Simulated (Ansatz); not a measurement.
Geometry optimisation, RKS r2SCAN/def2-SVP in Ansatz 0.2.0.

Input file:

```yaml
crystal:
  periodic: [false, false, false]
  atoms:
    - { symbol: B, position_ang: [-0.026584, -0.423347, 0.306316] }
    - { symbol: O, position_ang: [-0.563728, -0.36399, 1.582311] }
    - { symbol: H, position_ang: [-1.524385, -0.264485, 1.566078] }
    - { symbol: H, position_ang: [1.160408, -0.633366, 0.240293] }
    - { symbol: H, position_ang: [-0.745155, -0.366538, -0.668515] }
    - { symbol: "N", position_ang: [0.497335, 2.252221, 0.61619] }
    - { symbol: H, position_ang: [1.508066, 2.241691, 0.527412] }
    - { symbol: Si, position_ang: [-0.568311, 3.246967, -0.320643] }
    - { symbol: H, position_ang: [-0.675116, 2.816087, -1.751497] }
    - { symbol: H, position_ang: [-1.916199, 3.134165, 0.317624] }
    - { symbol: H, position_ang: [-0.145143, 4.686052, -0.333409] }
    - { symbol: H, position_ang: [0.179413, 1.715643, 1.442239] }
basis:
  gaussian: { orbitals: def2-SVP }
hamiltonian:
  xc: r2scan
relax:
  f_tol: 0.03
  max_steps: 50
output:
  orbitals: {}
```

Command:

```bash
$ ansatz run input.yaml --threads 4 --pin off --max-ram 5120MiB --backend cpu --events-out ev --progress --plain --runs-dir out
```

Q: Where does it end, and by what steps?

A: It converged. The force dipped under the threshold on the way, but the program's further checks kept it going. After 16 steps the energy has fallen by 0.365 eV; H10 moved furthest, 0.69 Å. Joined: B1–N6 (2.74 → 1.74 Å).

| step | energy less start (eV) | largest force component (eV/Å) | accepted |
| --- | --- | --- | --- |
| 0 | 0.0000 | 0.754 | yes |
| 1 | -0.0102 | 1.043 | yes |
| 2 | -0.0449 | 1.866 | yes |
| 3 | -0.1236 | 1.232 | yes |
| 4 | -0.1461 | 2.204 | yes |
| 5 | -0.2217 | 1.156 | yes |
| 6 | -0.2803 | 0.636 | yes |
| 7 | -0.3227 | 0.290 | yes |
| 8 | -0.3464 | 0.177 | yes |
| 9 | -0.3571 | 0.133 | yes |
| 10 | -0.3597 | 0.052 | yes |
| 11 | -0.3606 | 0.020 | yes |
| 12 | -0.3617 | 0.041 | yes |
| 13 | -0.3627 | 0.165 | yes |
| 14 | -0.3635 | 0.126 | yes |
| 15 | -0.3643 | 0.056 | yes |
| 16 | -0.3645 | 0.019 | yes |

```xyz
12
Properties=species:S:1:pos:R:3
B 0.003 0.187 0.399
O -0.788 0.016 1.573
H -1.728 0.002 1.371
H 1.053 -0.448 0.401
H -0.599 0.179 -0.682
N 0.577 1.828 0.505
H 1.504 1.892 0.076
Si -0.652 2.896 -0.262
H -0.494 2.745 -1.729
H -1.979 2.451 0.228
H -0.415 4.318 0.132
H 0.697 1.975 1.512
```

Whether the end is a true minimum wasn't checked by a vibrational analysis.

Run time: 27 s on 4 threads of Arm Neoverse V2, on a shared host, peak memory 0.17 GiB.
